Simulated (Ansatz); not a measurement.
Reaction (cleavage of the Si–Si bond): `O[SiH](O)[SiH2]Cl` + `O[SiH](O)S` → `O[SiH](O)S[SiH](O)O` + `[SiH3]Cl`

Calculated with Ansatz (gas phase, PBE0-D4/def2-TZVP geometries, no zero-point term in ΔE). CCSD(T)/CBS adds triple-zeta CCSD(T) − MP2 to the extrapolated MP2 energy (def2 sets, frozen cores). This one scheme is used for every species. Each species was taken in one conformer, which may not be the lowest.

| species | SCS-MP2/def2-QZVPP energy (Eh) |
| --- | --- |
| `O[SiH](O)[SiH2]Cl` | -1191.29208 |
| `O[SiH](O)S` | -839.62656 |
| `O[SiH](O)S[SiH](O)O` | -1280.32738 |
| `[SiH3]Cl` | -750.63139 |

**Question.** Work out ΔE.

**Answer.** ΔE = (-1280.32738) + (-750.63139) − (-1191.29208) − (-839.62656) = -0.04013 Eh = -105.4 kJ/mol. CCSD(T)/CBS gives -101.2 kJ/mol.

Largest T1 diagnostic among the species: 0.012.

From PBE to PBE0 (25 % exact exchange), in def2-TZVPP and without D4, ΔE moves by −4.4 kJ/mol. The D4 term adds −7.8 kJ/mol with B3LYP and −4.1 kJ/mol with PBE0; it sums over pairs of atoms, weighted by their polarisabilities, and B3LYP, whose exchange is more repulsive, gets the larger term. In def2-TZVPP, CCSD(T) changes the Hartree–Fock value by −6.4 kJ/mol (the triples alone add −3.1 kJ/mol) and MP2 by −16.8 kJ/mol.

B3LYP here is the variant with VWN-RPA as its local correlation; programs differ in this.
